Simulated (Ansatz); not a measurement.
Species: B$_{2}$H$_{4}$, charge 0, multiplicity 1. 
Coordinates optimised at B3LYP-D3(BJ)/def2-TZVP (Ansatz, a program for electronic structure):
```
B
H 1 1.1966
H 1 1.1966 2 115.74
B 1 1.6266 2 122.13 3 -180.00
H 4 1.1966 1 122.13 2 90.00
H 4 1.1966 5 115.74 1 180.00
```

Basis-set convergence of Hartree-Fock and CCSD(T) correlation energies (hartree) with Ansatz. Cores are frozen in the correlated levels unless marked. Spin-orbit coupling is left out. Non-relativistic.

```
basis        functions      E(HF)  E(corr, CCSD(T))
-----------  ---------  ---------  ----------------
def2-SVPD           72  -51.59552          -0.21549
def2-TZVPPD        142  -51.65218          -0.24617
def2-QZVPPD        258  -51.65494          -0.25588
```

Extrapolating the two largest sets (X = 3 and 4) as X^-3: E(corr) = (64·(-0.25588) - 27·(-0.24617))/37 = -0.2630 Eh, an estimate of the basis-set limit. The largest set recovers 97.3 % of it, the smallest 81.9 %.
